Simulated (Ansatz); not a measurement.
# Interaction energy ladder

The pair of Li⁺ (SMILES [Li+], atom 1) and GaCl3 (SMILES Cl[Ga](Cl)Cl, atoms 2–5), both closed shells, in one local arrangement (a lower one may exist), relaxed at PBE0-D4/def2-TZVP:

Li1  (0.253, -0.468, -2.234)
Cl2  (-0.308, 0.570, 2.720)
Ga3  (-0.081, 0.150, 0.715)
Cl4  (1.494, 0.770, -0.627)
Cl5  (-1.358, -1.022, -0.574)
(Å)

Program: Ansatz 0.2.0. Basis: def2-TZVPPD, with def2-QZVPPD for the basis limit. Cores are frozen in the correlated methods. Filled d shells of the heavier atoms are correlated. The outer core shell of Li, Na, Mg and K is correlated. The def2 sets are not built for correlating such inner shells, so the correlated values are less sure here. B3LYP uses VWN-RPA correlation. Extrapolation: Hartree–Fock as exp(−7.88 √X), correlation as X^−2.97. Interaction energies count from these two fragments, frozen as in the pair, with the counterpoise correction; negative means bound.

**Question.** What is the interaction energy by CCSD(T) at an estimated basis limit (MP2 extrapolated from triple and quadruple zeta, plus CCSD(T) − MP2 in triple zeta)? (An estimate is asked for; the value comes from the calculation.)

**Answer.** By the calculation: -29.89 kcal/mol. Hartree–Fock alone gives -28.90 kcal/mol at the basis limit. It counts from the two fragments frozen as in the pair.

The same quantity by other methods in triple zeta, and each one's difference from that estimate:
```csv
method,E_int (kcal/mol),difference
PBE-D4,-31.30,-1.40
revPBE-D4,-30.73,-0.84
BLYP-D4,-31.26,-1.36
r2SCAN-D4,-28.74,1.16
B97M-V,-29.13,0.77
PBE0-D4,-31.13,-1.23
B3LYP-D4,-31.34,-1.44
HSE06-D4,-31.11,-1.22
wB97X-V,-30.03,-0.13
wB97M-V,-30.33,-0.44
B2PLYP,-29.90,-0.01
HF,-27.95,1.94
MP2,-28.03,1.86
CCSD,-28.14,1.76
CCSD(T),-28.05,1.85
```
Differences are method less estimate.

Energy to bend the free fragments (PBE0-D4 minima) into their shapes in the pair, CCSD(T)/def2-TZVPPD: GaCl3 4.39 kcal/mol. This must be added to the interaction energy to get the binding energy from relaxed fragments.

Basis-set superposition shift (counterpoise-corrected less uncorrected): CCSD(T) 0.85; MP2 0.79; HF 0.09; PBE0-D4 0.11; wB97M-V 0.10 kcal/mol.

T1 diagnostic: at most 0.011.

For scale, one of the runs: CCSD(T)/def2-TZVPPD, 229 basis functions, launched by `ansatz run in.yaml --threads 4 --pin off --events-out ev --progress --plain --max-ram 9574MiB`. Hardware: 4 CPU threads of an Arm Neoverse V1, shared host. Wall time 120 s; peak host memory 3.6 GiB.
